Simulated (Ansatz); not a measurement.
`S[SiH](Cl)CCl` + HI → `ClC[SiH](Cl)I` + H₂S  (ligand exchange at the Si–S bond)

Computed with Ansatz on PBE0-D4/def2-TZVP structures; ΔE is electronic, products minus reactants. CBS: MP2 limit from def2 TZ/QZ plus the TZ coupled-cluster correction, frozen cores. This one scheme is used for every species. DFT in def2-TZVPP. HSE06 is defined as in plane-wave codes. Elements past krypton have def2 core potentials. For I outer-core shells are correlated without core-valence functions, which leaves a few kJ/mol of doubt a bond. One conformer a species, not always the lowest.

Is it downhill or uphill in electronic energy at CCSD(T)/CBS, and by how much? (Best estimate.)

The calculation gave: Downhill: ΔE = -25.6 kJ/mol.

What do these levels give: PBE-D4, B97M-V, HSE06-D4, BHLYP-D4, r2SCANh, LC-ωPBE, CCSD/def2-SVP, HF/def2-TZVPP, CCSD/def2-TZVPP, MP2/def2-QZVPP, SCS-MP2/def2-QZVPP, MP2/CBS(def2)? (Best estimate.)

Computed: PBE-D4 -20.8, B97M-V -14.3, HSE06-D4 -22.2, BHLYP-D4 -24.1, r2SCANh -20.5, LC-ωPBE -19.1, CCSD/def2-SVP -18.3, HF/def2-TZVPP -23.0, CCSD/def2-TZVPP -19.6, MP2/def2-QZVPP -29.0, SCS-MP2/def2-QZVPP -26.8, MP2/CBS(def2) -31.5 kJ/mol.

What do rigid-rotor, harmonic-oscillator terms from PBE0-D4/def2-TZVP frequencies (298.15 K, 1 bar) make of the CCSD(T)/CBS value? (Estimate.)

The calculation gave: ΔZPE = +2.8 kJ/mol, ΔH = -22.6 kJ/mol, ΔS = 8 J/(mol·K), ΔG = -24.9 kJ/mol.

Largest T1 diagnostic among the species: 0.010.

Leaving LDA and LC-ωPBE aside and taking each functional with its dispersion term where it has one, the values spread over 9.8 kJ/mol, from BHLYP-D4 to B97M-V. LDA lies +3.3 kJ/mol from PBE without D4. At CCSD(T), def2-SVP lies +7.6 kJ/mol from the extrapolated value and def2-TZVPP +6.3 kJ/mol.
